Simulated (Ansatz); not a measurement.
PbS₂⁺. Total charge 1; doublet. Geometry r2SCAN-D4/def2-TZVP, basis def2-TZVP, Ansatz.

```xyz
3

Pb    0.000    0.000    0.002
S     1.962    1.149   -0.074
S    -1.962   -1.149    0.072
```

| run | HOMO (eV) | LUMO (eV) |
| --- | --- | --- |
| A | -12.00 | -11.86 |
| B | -12.24 | -11.78 |
| C | -15.00 | -9.44 |
| D | -13.16 | -11.15 |

In the def2 sets Pb takes a core potential; there is no spin–orbit coupling. HOMO above LUMO, or a gap near zero within one spin, warns that the state may not be the lowest or that an electron is smeared out. Another isomer (doublet) lies 3.07 eV lower at PBE0-D4/def2-TZVP; other spin states weren't run for this one.

HOMO and LUMO are taken over both spins.

**Question.** The runs used PBE, PBE0, r2SCAN, ωB97M-V. Estimate which is which.

**Answer.** A PBE (0 % exact exchange); B r2SCAN (0 % exact exchange); C ωB97M-V (range-separated); D PBE0 (25 % exact exchange). Exact exchange lowers occupied and raises empty levels; among semilocal functionals meta-GGAs tend to open the gap a little, and such runs are hard to tell apart. The gap grows from 0.14 eV (PBE) to 5.55 eV (ωB97M-V). At PBE-D4/def2-TZVP the gap within one spin of the charge 1 doublet nearly closes, so an electron or hole may be smeared out by delocalisation error.
